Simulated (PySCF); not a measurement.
H4OSiTe, SMILES O[Te][SiH3].

Coordinates come from a r2SCAN-D4/def2-SVP optimisation. The def2 effective core potentials stand for the cores of Te; spin–orbit coupling is left out. Other conformers were not sampled.

Level of theory: PySCF with PBE/def2-TZVPD.

Isolated molecule, no solvent.

Task: Estimate the frontier levels, gap, dipole moment and polarisability. (An estimate is asked for; the answer gives what the named calculation found.)

Result: 
```yaml
highest_occupied_level: -5.47 eV
lowest_empty_level: -3.08 eV
orbital_gap: 2.39 eV
dipole_moment: 1.44 D
quadrupole, principal values (traceless, Buckingham form, about the centre of nuclear charge): -5.87, 1.23, 4.65 D·Å
mean_static_polarisability: 81.5 bohr³ (12.08 Å³)
polarisability_principal_values: 69.3, 75.2, 100.1 bohr³
```
